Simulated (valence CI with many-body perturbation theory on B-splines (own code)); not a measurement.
Values are calculated unless marked as measured or tabulated.
**Sm4+: what each term of the Hamiltonian does**

Method: valence CI with perturbative core correlation (CI+MBPT): four valence electrons over a frozen Dirac-Fock core [Xe], radial functions for each j: 8 s, 8 p, 9 d, 9 f, 6 g, 3 h, 2 i, with the one-electron correlation potential Σ1 (screened to all orders), the two-electron term Σ2, the three-electron term Σ3, Breit, model QED; the open f shell's mean field enters the energy denominators; selected single and double excitations, second order for the rest, scaled by the run's own slope (own B-spline code, finite nucleus).

With an open or low-lying f shell, different configurations can be misplaced against each other by up to about 5,000 cm⁻¹. No measured spectrum was set against this ion. As an estimate, terms of the open shell hold to a few per cent of their energy, and close levels can change places. Core correlation moves these levels by up to 7100 cm⁻¹, and in measured spectra 5 to 20 % of such shifts remained as error; rates that hang on mixing are uncertain with them. Among the levels kept, up to 260 cm⁻¹ of a level comes from second order outside the variational space, and about a tenth of that is noise between levels of different J, which matters for small intervals. Only levels of the ground parity were solved; by the run's estimate the other parity begins above the list, which can be wrong where configurations are misplaced.

Each rung adds one term. CI alone is the Dirac-Coulomb CI over the frozen core; QED comes last and gives the full result, which names the levels. Energies are above 4f4 5I_4 on the same rung, in eV. A blank means that the level has no clear partner on that rung.

Names give the largest LS component (configuration and term), which can be under half, so a name can repeat, a term be missing and a line seem to break the LS rules; names also repeat where a configuration has a term twice. Letters in brackets count levels of one name in rising energy.

```tsv
Level	CI alone
4f4 5I_5	0.1868
4f4 5I_6	0.3911
4f4 5I_7	0.6086
4f4 5I_8	0.8346
4f4 5F_1	1.727
4f4 5F_2	1.785
4f4 5F_3	1.895
4f4 5S_2	2.027
4f4 5F_4	2.010
4f4 5F_5	2.183
4f4 3K_6	2.147
4f4 5G_2	2.542
4f4 3H_4 [a]	2.303
4f4 3K_7	2.329
4f4 5G_3	2.523
4f4 3K_8	2.538
```

Q: What do these energies become with core correlation, Breit and QED?

A: 4f4 5I_5 0.2417 (+0.0550); 4f4 5I_6 0.5006 (+0.1095); 4f4 5I_7 0.7691 (+0.1605); 4f4 5I_8 1.042 (+0.2072); 4f4 5F_1 1.816 (+0.0892); 4f4 5F_2 1.880 (+0.0949); 4f4 5F_3 2.018 (+0.1235); 4f4 5S_2 2.073 (+0.0459); 4f4 5F_4 2.162 (+0.1523); 4f4 5F_5 2.379 (+0.1958); 4f4 3K_6 2.412 (+0.2655); 4f4 5G_2 2.577 (+0.0354); 4f4 3H_4 [a] 2.596 (+0.2924); 4f4 3K_7 2.606 (+0.2771); 4f4 5G_3 2.661 (+0.1387); 4f4 3K_8 2.847 (+0.3089).

Q: How does the ionisation energy move along the ladder, and which term matters most?

A: CI alone 46.196, + Σ1 50.106, + Σ2 62.738, + Σ3 62.768, + Breit 62.881, + QED 62.903 eV. The largest step is Σ2, 12.632 eV. NIST lists 62.7 ± 0.4 eV (semi-empirical).
